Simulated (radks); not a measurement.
Question: The table gives one normalised radial function P(r) = r R(r) of Pm2+ in [Xe] 4f5 (r in bohr). Method: scalar-relativistic Kohn-Sham, PBE, spin-polarised, spherical densities, finite nucleus; open shells are filled with parallel spins first (spin-orbit coupling, left out, can overturn this in heavy ions); Fermi nuclear charge, rms radius 4.962 fm; computed with a radial shooting solver on a logarithmic mesh with Libxc functionals.

r,P
0.001441,0.0000
0.00165,0.0000
0.001906,0.0000
0.002184,0.0000
0.002522,0.0000
0.002889,0.0000
0.003337,0.0000
0.003823,0.0000
0.004415,0.0000
0.005058,0.0000
0.005842,0.0000
0.006693,0.0000
0.007729,0.0000
0.008855,0.0000
0.01023,0.0000
0.01172,0.0000
0.01353,0.0001
0.0155,0.0001
0.01776,0.0002
0.02051,0.0003
0.0235,0.0005
0.02714,0.0008
0.03109,0.0013
0.03591,0.0021
0.04114,0.0033
0.04751,0.0054
0.05444,0.0085
0.06287,0.0134
0.07203,0.0205
0.08318,0.0317
0.0953,0.0469
0.1101,0.0699
0.1261,0.1000
0.1456,0.1428
0.1668,0.1957
0.1927,0.2661
0.2208,0.3467
0.2549,0.4454
0.2921,0.5477
0.3346,0.6534
0.3865,0.7611
0.4428,0.8501
0.5113,0.9208
0.5858,0.9578
0.6766,0.9617
0.7751,0.9335
0.8952,0.8755
1.026,0.8017
1.184,0.7120
1.357,0.6226
1.567,0.5275
1.795,0.4405
2.074,0.3545
2.376,0.2812
2.744,0.2137
3.143,0.1597
3.63,0.1124
4.159,0.0762
4.803,0.0470
5.503,0.0275

Which n and l does it have? It may be an empty orbital.

Answer: n = 4, l = 3: the number of nodes gives n - l - 1 = 0, the rise at small r (about r^(l+1), flatter next to the nucleus through relativity) gives l, and the extent must fit the shell. The curve is that of 4f down; the table hardly tells the two spins apart. 4f down (empty): eigenvalue -13.011 eV, 0 radial nodes, <r> = 1.09 bohr, 90 % of the charge inside 1.96 bohr.
